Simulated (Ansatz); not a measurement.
Wavefunction ladder for C₂H₉InOSi, SMILES `C[CH2][InH][O][SiH3]`

Z-matrix (Å, degrees):
```
C
C 1 1.522
H 1 1.092 2 112.0
H 1 1.092 2 112.0 3 -120.1
H 1 1.095 2 111.1 3 120.0
In 2 2.149 1 113.9 3 59.9
H 2 1.094 1 111.4 3 -61.1
H 2 1.094 1 111.4 3 -179.1
O 6 2.004 2 111.7 1 -0.2
H 6 1.708 2 140.0 1 179.8
Si 9 1.615 6 145.3 2 0.8
H 11 1.495 9 112.1 6 -60.9
H 11 1.495 9 112.1 6 59.2
H 11 1.490 9 110.5 6 179.2
```

The species carries charge 0 and has multiplicity 1. Correlated methods include outer-core shells of In, which these sets cover unevenly. In: def2 effective core potential. All single points use the PBE0-D4/def2-TZVP geometry. It is one conformer, not always the lowest. Frozen core, restricted reference, the Gaussian-basis code of Ansatz.

```json
{"basis": "def2-SVP", "HF (Eh)": "-633.80046", "MP2 corr.": "-0.66992"}
{"basis": "def2-TZVPP", "HF (Eh)": "-634.09951", "MP2 corr.": "-1.01484"}
{"basis": "def2-QZVPP", "HF (Eh)": "-634.11843", "MP2 corr.": "-1.25436"}
```

Question: Estimate the CCSD correlation energy and the (T) correction in each basis where they were run (hartree).

Answer: 
| basis | CCSD corr. | (T) |
| --- | --- | --- |
| def2-SVP | -0.73249 | -0.02010 |
| def2-TZVPP | -1.05724 | -0.03730 |
